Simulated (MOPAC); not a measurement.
Input for MOPAC: PM7 on GaH2IO2 (SMILES [OH][Ga]([OH])[I]), a point of a torsion scan.

```
PM7 1SCF PRECISE CHARGE=0 THREADS=1
GaH2IO2

O     -0.92159661 1    -1.18441127 1     0.43514794 1
Ga    -0.13740923 1     0.22109836 1     1.06680000 1
O     -0.82292798 1     1.81462047 1     1.10456898 1
I      2.05595499 1    -0.04106293 1     2.16033849 1
H     -1.20971971 1    -1.43091692 1    -0.43939632 1
H     -1.69908288 1     2.03934799 1     0.79553976 1
```

Output:

```
*******************************************************************************
 **                                                                           **
 **                              MOPAC v23.2.5                                **
 **                                                                           **
 *******************************************************************************
 ** MOPAC's Digital Object Identifier: https://doi.org/10.5281/zenodo.6511958 **
 **                                                                           **
 ** Please cite the open-source release paper for use of this MOPAC version:  **
 ** J. E. Moussa and J. J. P. Stewart (2026)                                  **
 ** MOPAC: An open-source semiempirical molecular orbital program             **
 ** J. Open Source Softw., 11(119), 8025, https://doi.org/10.21105/joss.08025 **
 *******************************************************************************

                              PM7 CALCULATION RESULTS

 *******************************************************************************
 *  PM7        - The PM7 Hamiltonian to be used
 *
 *
 *
 *                 CHARGE ON SYSTEM = 0
 *
 *
 *
 *  PRECISE    - TIGHTER CRITERIA TO BE USED
 *  1SCF       - DO 1 SCF AND THEN STOP
 *  THREADS=1  - MULTI-THREADING NOT USED
 *  T=         - A TIME OF 172800.0 SECONDS REQUESTED
 *  DUMP=N     - RESTART FILE WRITTEN EVERY 7200.0 SECONDS REQUESTED
 *******************************************************************************
PM7 1SCF PRECISE CHARGE=0 THREADS=1
 GaH2IO2

   ATOM   CHEMICAL          X               Y               Z
  NUMBER   SYMBOL      (ANGSTROMS)     (ANGSTROMS)     (ANGSTROMS)

     1       O         -0.92159661  *  -1.18441127  *   0.43514794  *
     2      Ga         -0.13740923  *   0.22109836  *   1.06680000  *
     3       O         -0.82292798  *   1.81462047  *   1.10456898  *
     4       I          2.05595499  *  -0.04106293  *   2.16033849  *
     5       H         -1.20971971  *  -1.43091692  *  -0.43939632  *
     6       H         -1.69908288  *   2.03934799  *   0.79553976  *



          CARTESIAN COORDINATES

    NO.       ATOM           X           Y           Z

     1         O         -0.9216     -1.1844      0.4351
     2        Ga         -0.1374      0.2211      1.0668
     3         O         -0.8229      1.8146      1.1046
     4         I          2.0560     -0.0411      2.1603
     5         H         -1.2097     -1.4309     -0.4394
     6         H         -1.6991      2.0393      0.7955

 General Reference for PM7:
 "Optimization of Parameters for Semiempirical Methods VI: More Modifications to the
 NDDO Approximations and Re-optimization of Parameters", J. J. P. Stewart, J. Mol. Mod., 1:32, 19 (2013)
 https://link.springer.com/article/10.1007/s00894-012-1667-x

           Empirical Formula: H2 O2 Ga I  =     6 atoms



      MOLECULAR POINT GROUP   :   C1


      RHF CALCULATION, NO. OF DOUBLY OCCUPIED LEVELS = 12


 -------------------------------------------------------------------------------
 PM7 1SCF PRECISE CHARGE=0 THREADS=1
 GaH2IO2



     1SCF WAS SPECIFIED, SO BFGS WAS NOT USED
     SCF FIELD WAS ACHIEVED


                              PM7 CALCULATION
                                                       MOPAC v23.2.5 Linux




          FINAL HEAT OF FORMATION =       -104.79207 KCAL/MOL =    -438.45001 KJ/MOL


          COSMO AREA              =        124.26 SQUARE ANGSTROMS
          COSMO VOLUME            =        109.94 CUBIC ANGSTROMS

          IONIZATION POTENTIAL    =          9.584574 EV
          HOMO LUMO ENERGIES (EV) =         -9.585 -0.378
          NO. OF FILLED LEVELS    =         12
          MOLECULAR WEIGHT        =        230.6541         POINT GROUP:  C1

          MOLECULAR DIMENSIONS (Angstroms)

            Atom       Atom       Distance
            H     6    I     4     4.50456
            H     5    O     3     3.54467
            O     3    O     1     0.49233


          SCF CALCULATIONS        =          1





   ATOM   CHEMICAL          X               Y               Z
  NUMBER   SYMBOL      (ANGSTROMS)     (ANGSTROMS)     (ANGSTROMS)

     1       O         -0.92159661  *  -1.18441127  *   0.43514794  *
     2      Ga         -0.13740923  *   0.22109836  *   1.06680000  *
     3       O         -0.82292798  *   1.81462047  *   1.10456898  *
     4       I          2.05595499  *  -0.04106293  *   2.16033849  *
     5       H         -1.20971971  *  -1.43091692  *  -0.43939632  *
     6       H         -1.69908288  *   2.03934799  *   0.79553976  *

                             CARTESIAN COORDINATES

   1    O       -0.921596610    -1.184411270     0.435147940
   2   Ga       -0.137409230     0.221098360     1.066800000
   3    O       -0.822927980     1.814620470     1.104568980
   4    I        2.055954990    -0.041062930     2.160338490
   5    H       -1.209719710    -1.430916920    -0.439396320
   6    H       -1.699082880     2.039347990     0.795539760


           Empirical Formula: H2 O2 Ga I  =     6 atoms



      MOLECULAR POINT GROUP   :   C1


                  EIGENVALUES
 -28.90763 -28.00781 -24.67780 -18.72662 -17.56341 -14.05135 -13.07869 -12.57542
 -12.41308 -11.42536  -9.66189  -9.58457  -0.37828   0.33140   2.13068   2.43711
   5.75657   6.04570 122.53830 122.63096 122.64041 122.97683 122.98560


              NET ATOMIC CHARGES AND DIPOLE CONTRIBUTIONS

  ATOM NO.   TYPE          CHARGE      No. of ELECS.   s-Pop       p-Pop       d-Pop
    1          O          -0.822968        6.8230     1.73659     5.08638
    2         Ga           0.878673        2.1213     1.06076     1.06057
    3          O          -0.763789        6.7638     1.76795     4.99584
    4          I          -0.048671        7.0487     1.88268     5.16221     0.00378
    5          H           0.388810        0.6112     0.61119
    6          H           0.367946        0.6321     0.63205
 DIPOLE           X         Y         Z       TOTAL
 POINT-CHG.     0.339    -0.101    -1.190     1.241
 HYBRID        -1.800     0.102    -0.979     2.052
 SUM           -1.460     0.002    -2.169     2.615


          ATOMIC ORBITAL ELECTRON POPULATIONS

     Atom    s        px        py        pz      x^2-y^2     xz        z^2       yz        xy
    1  O   1.73659   1.85997   1.69776   1.52866
    2 Ga   1.06076   0.42352   0.39043   0.24662
    3  O   1.76795   1.51396   1.61300   1.86888
    4  I   1.88268   1.36524   1.97676   1.82021   0.00144   0.00156   0.00028   0.00010   0.00041
    5  H   0.61119
    6  H   0.63205

 **********************
 *                    *
 * JOB ENDED NORMALLY *
 *                    *
 **********************




 == MOPAC DONE ==
```

The run finished.

Cost: about 0.04 core-seconds (a rough figure).
